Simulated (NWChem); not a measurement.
System: ZrO2; SMILES [O]=[Zr]=[O]

Input file for NWChem:

```
start job
memory heap 200 mb stack 900 mb global 1100 mb
geometry units angstroms
  Zr     0.165235    -0.143249     0.169649
  O      0.621813     0.614572    -1.373975
  O     -1.563933     0.202192     0.406681
end
basis spherical
  * library def2-svp
end
ecp
  Zr library def2-ecp
end
dft
  xc b3lyp
  iterations 150
end
driver
  maxiter 150
end
task dft optimize
```

Parts of the log:

```
             Northwest Computational Chemistry Package (NWChem) 7.3.0
             --------------------------------------------------------

 C2V symmetry detected

                             Geometry "geometry" -> ""
                             -------------------------

 Output coordinates in angstroms (scale by  1.889725989 to convert to a.u.)

  No.       Tag          Charge          X              Y              Z
 ---- ---------------- ---------- -------------- -------------- --------------
    1 Zr                  40.0000     0.00000000     0.00000000     0.30451886
    2 O                    8.0000     1.42462966     0.00000000    -0.76129714
    3 O                    8.0000    -1.42462966     0.00000000    -0.76129714

 Effective nuclear repulsion energy (a.u.)     202.2384743575

      Symmetry information
      --------------------

 Group name             C2v
 Group number             16
 Group order               4
 No. of unique centers     2

                                Z-matrix (autoz)
                                --------

 Units are Angstrom for bonds and degrees for angles

      Type          Name      I     J     K     L     M      Value
      ----------- --------  ----- ----- ----- ----- ----- ----------
    1 Stretch                  1     2                       1.77919
    2 Stretch                  1     3                       1.77919
    3 Bend                     2     1     3               106.39707

                           NWChem Geometry Optimization
                           ----------------------------

 maximum gradient threshold         (gmax) =   0.000450
 rms gradient threshold             (grms) =   0.000300
 maximum cartesian step threshold   (xmax) =   0.001800
 rms cartesian step threshold       (xrms) =   0.001200
 fixed trust radius                (trust) =   0.300000
 source of zmatrix                         =   autoz

          -------------------
          Energy Minimization
          -------------------

 Using diagonal initial Hessian
 Scaling for Hessian diagonals: bonds = 1.00  angles = 0.25  torsions = 0.10

          --------
          Step   0

                                 NWChem DFT Module
                                 -----------------

 Summary of "ao basis" -> "ao basis" (spherical)
 ------------------------------------------------------------------------------
       Tag                 Description            Shells   Functions and Types
 ---------------- ------------------------------  ------  ---------------------
 Zr                         def2-svp                11       31   5s3p2d1f
 O                          def2-svp                 6       14   3s2p1d

      Symmetry analysis of basis
      --------------------------

        a1         24
        a2          7
        b1         17
        b2         11

            General Information
            -------------------
          SCF calculation type: DFT
          Wavefunction type:  closed shell.
          No. of atoms     :     3
          No. of electrons :    28
           Alpha electrons :    14
            Beta electrons :    14
          Charge           :     0
          Spin multiplicity:     1
          Use of symmetry is: on ; symmetry adaption is: on
          Maximum number of iterations: 150
          AO basis - number of functions:    59
                     number of shells:    23
          Convergence on energy requested:  1.00D-06
          Convergence on density requested:  1.00D-05
          Convergence on gradient requested:  5.00D-04

              XC Information
              --------------
                         B3LYP Method XC Potential
                     Hartree-Fock (Exact) Exchange  0.200
                        Slater Exchange Functional  0.800 local
                    Becke 1988 Exchange Functional  0.720 non-local
              Lee-Yang-Parr Correlation Functional  0.810
                  VWN I RPA Correlation Functional  0.190 local

             Grid Information
             ----------------
          Grid used for XC integration:  medium
          Radial quadrature: Mura-Knowles
          Angular quadrature: Lebedev.
          Tag              B.-S. Rad. Rad. Pts. Rad. Cut. Ang. Pts.
          ---              ---------- --------- --------- ---------
          Zr                  1.55      123          10.0       590
          O                   0.60       49           8.0       434
          Grid pruning is: on
          Number of quadrature shells:   172
          Spatial weights used:  Erf1

      Superposition of Atomic Density Guess
      -------------------------------------

 Sum of atomic energies:        -202.88179242

      Non-variational initial energy
      ------------------------------

 Total energy =    -195.490080
 1-e energy   =    -420.063347
 2-e energy   =     155.581267
 HOMO         =      -0.459665
 LUMO         =      -0.142477

      Symmetry analysis of molecular orbitals - initial
      -------------------------------------------------

  Numbering of irreducible representations:

     1 a1          2 a2          3 b1          4 b2

  Orbital symmetries:

     1 a1          2 b1          3 a1          4 b1          5 a1
     6 b2          7 a1          8 b1          9 a1         10 a2
    11 b1         12 b2         13 a1         14 b1         15 a1
    16 b2         17 a1         18 b1         19 b2         20 a2
    21 a1         22 a1         23 b1         24 a1

   convergence    iter        energy       DeltaE   RMS-Dens  Diis-err
 ---------------- ----- ----------------- --------- --------- ---------
 d= 0,ls=0.0,diis     1   -196.8480362771 -2.66D+02  9.65D-02  3.97D+00
 d= 0,ls=0.0,diis     2   -182.8846578476  1.40D+01  8.62D-02  7.84D+01
 d= 0,ls=0.0,diis     3   -197.4039063326 -1.45D+01  4.82D-03  3.15D-01
 d= 0,ls=0.0,diis     4   -197.4183590985 -1.45D-02  1.71D-03  1.06D-01
 d= 0,ls=0.0,diis     5   -197.4244739319 -6.11D-03  1.38D-03  6.43D-02
  Resetting Diis
 d= 0,ls=0.0,diis     6   -197.4307445013 -6.27D-03  6.94D-04  5.60D-03
 d= 0,ls=0.0,diis     7   -197.4313484778 -6.04D-04  2.85D-04  6.35D-05
 d= 0,ls=0.0,diis     8   -197.4312753795  7.31D-05  2.14D-04  7.52D-04
 d= 0,ls=0.0,diis     9   -197.4313557171 -8.03D-05  1.99D-05  2.75D-06
 d= 0,ls=0.0,diis    10   -197.4313560164 -2.99D-07  3.22D-06  5.17D-09

         Total DFT energy =     -197.431356016366
      One electron energy =     -424.808663465224
           Coulomb energy =      181.536214748048
    Exchange-Corr. energy =      -23.150907014162
 Nuclear repulsion energy =       68.991999714972

 Numeric. integr. density =       27.999997216073

                  Occupations of the irreducible representations
                  ----------------------------------------------

[...]

      ----------------------
      Optimization converged
      ----------------------

  Step       Energy      Delta E   Gmax     Grms     Xrms     Xmax
  ---- ---------------- -------- -------- -------- -------- --------
@    2    -197.43156586 -1.1D-08  0.00002  0.00002  0.00012  0.00022
                                     ok       ok       ok       ok

                                Z-matrix (autoz)
                                --------

 Units are Angstrom for bonds and degrees for angles

      Type          Name      I     J     K     L     M      Value     Gradient
      ----------- --------  ----- ----- ----- ----- ----- ---------- ----------
    1 Stretch                  1     2                       1.77487   -0.00002
    2 Stretch                  1     3                       1.77487   -0.00002
    3 Bend                     2     1     3               108.37470   -0.00001

                         Geometry "geometry" -> "geometry"
                         ---------------------------------

 Output coordinates in angstroms (scale by  1.889725989 to convert to a.u.)

  No.       Tag          Charge          X              Y              Z
 ---- ---------------- ---------- -------------- -------------- --------------
    1 Zr                  40.0000     0.00000000     0.00000000     0.28633673
    2 O                    8.0000     1.43930518     0.00000000    -0.75220608
    3 O                    8.0000    -1.43930518     0.00000000    -0.75220608

 Effective nuclear repulsion energy (a.u.)     202.5808707474

      Symmetry information
      --------------------

 Group name             C2v
 Group number             16
 Group order               4
 No. of unique centers     2

                Final and change from initial internal coordinates
                --------------------------------------------------

                                Z-matrix (autoz)
                                --------

 Units are Angstrom for bonds and degrees for angles

      Type          Name      I     J     K     L     M      Value       Change
      ----------- --------  ----- ----- ----- ----- ----- ---------- ----------
    1 Stretch                  1     2                       1.77487   -0.00432
    2 Stretch                  1     3                       1.77487   -0.00432
    3 Bend                     2     1     3               108.37470    1.97763

 ==============================================================================
                                internuclear distances
 ------------------------------------------------------------------------------
       center one      |      center two      | atomic units |  angstroms
 ------------------------------------------------------------------------------
    2 O                |   1 Zr               |     3.35402  |     1.77487
    3 O                |   1 Zr               |     3.35402  |     1.77487
 ------------------------------------------------------------------------------
                         number of included internuclear distances:          2
 ==============================================================================
```

Level: B3LYP/def2-SVP with def2 effective core potentials on Zr. def2 effective core potentials on Zr; no spin-orbit coupling.
